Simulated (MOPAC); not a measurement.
MOPAC input (PM6):

```
PM6 PRECISE GNORM=0.05 LET XYZ GEO-OK AUX(PRECISION=9) THREADS=1
H3B

B    -0.00000000 1   -0.00000000 1    0.00000000 1
H    -1.14940700 1   -0.10568700 1   -0.28676500 1
H     0.42885700 1   -0.56396100 1    0.95528500 1
H     0.72055000 1    0.66964800 1   -0.66852000 1
```

From the output:

```
                                                       MOPAC v23.2.5 Linux

          FINAL HEAT OF FORMATION =         32.75633 KCAL/MOL =     137.05249 KJ/MOL

          COSMO AREA              =         56.24 SQUARE ANGSTROMS
          COSMO VOLUME            =         38.88 CUBIC ANGSTROMS

          GRADIENT NORM           =          0.01718          =       0.00859 PER ATOM
          IONIZATION POTENTIAL    =         11.745959 EV
          HOMO LUMO ENERGIES (EV) =        -11.746 -0.295
          NO. OF FILLED LEVELS    =          3
          MOLECULAR WEIGHT        =         13.8337         POINT GROUP:  D3h

          MOLECULAR DIMENSIONS (Angstroms)

            Atom       Atom       Distance
            H     4    H     3     2.04361
            H     3    H     2     1.76981
            H     3    B     1     0.00000

          SCF CALCULATIONS        =          5

   ATOM   CHEMICAL          X               Y               Z
  NUMBER   SYMBOL      (ANGSTROMS)     (ANGSTROMS)     (ANGSTROMS)

     1       B         -0.00000150  *  -0.00000018  *  -0.00000032  *
     2       H         -1.14025389  *  -0.10484537  *  -0.28448141  *
     3       H          0.42544379  *  -0.55947181  *   0.94768103  *
     4       H          0.71481501  *   0.66431775  *  -0.66319856  *

                             CARTESIAN COORDINATES

   1    B       -0.000001499    -0.000000176    -0.000000322
   2    H       -1.140253894    -0.104845367    -0.284481411
   3    H        0.425443788    -0.559471806     0.947681028
   4    H        0.714815013     0.664317749    -0.663198562

           Empirical Formula: H3 B  =     4 atoms

      MOLECULAR POINT GROUP   :   D3h

                  EIGENVALUES
 -17.78078 -11.74599 -11.74596  -0.29546   3.39622   5.92526   5.92528

              NET ATOMIC CHARGES AND DIPOLE CONTRIBUTIONS

  ATOM NO.   TYPE          CHARGE      No. of ELECS.   s-Pop       p-Pop
    1          B          -0.035419        3.0354     1.17420     1.86122
    2          H           0.011806        0.9882     0.98819
    3          H           0.011806        0.9882     0.98819
    4          H           0.011806        0.9882     0.98819
 DIPOLE           X         Y         Z       TOTAL
 POINT-CHG.     0.000     0.000     0.000     0.000
 HYBRID        -0.000    -0.000    -0.000     0.000
 SUM           -0.000    -0.000    -0.000     0.000

          ATOMIC ORBITAL ELECTRON POPULATIONS

     Atom    s        px        py        pz
    1  B   1.17420   0.88782   0.34107   0.63233
    2  H   0.98819
    3  H   0.98819
    4  H   0.98819

 **********************
 *                    *
 * JOB ENDED NORMALLY *
 *                    *
 **********************

 == MOPAC DONE ==
```

The geometry given is a B3LYP-D3(BJ)/def2-TZVP minimum.
